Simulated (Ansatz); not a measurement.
Z-matrix (Å, degrees):
```
C
O 1 1.4391
H 2 0.9639 1 108.40
C 1 1.5233 2 104.96 3 180.00
H 4 1.0905 1 110.21 2 -59.75
H 4 1.0905 5 108.31 1 -120.64
H 4 1.0909 5 108.68 6 -117.90
C 1 1.5288 2 109.54 3 60.89
H 8 1.0905 1 110.20 2 57.03
H 8 1.0918 9 108.61 1 -122.04
H 8 1.0933 9 108.32 10 -116.75
C 1 1.5288 2 109.54 3 -60.89
H 12 1.0905 1 110.20 2 -57.03
H 12 1.0918 13 108.61 1 122.04
H 12 1.0933 13 108.32 14 116.75
```
Charge 0, spin multiplicity 1.

All values below come from frozen-core CCSD(T)/cc-pVTZ // B3LYP-D3(BJ)/def2-TZVP run with Ansatz (a first-principles code).

| Quantity | Result |
|---|---|
| HF energy | -232.24550 Ha |
| MP2 correlation energy | -0.95550 Ha |

**Question.** Estimate the CCSD correlation energy, the (T) correction, the total energy and the T1 diagnostic.

**Answer.** 
- CCSD correlation energy: -1.00285 Ha
- (T) correction: -0.03835 Ha
- CCSD(T) total energy: -233.28670 Ha
- T1 diagnostic: 0.009
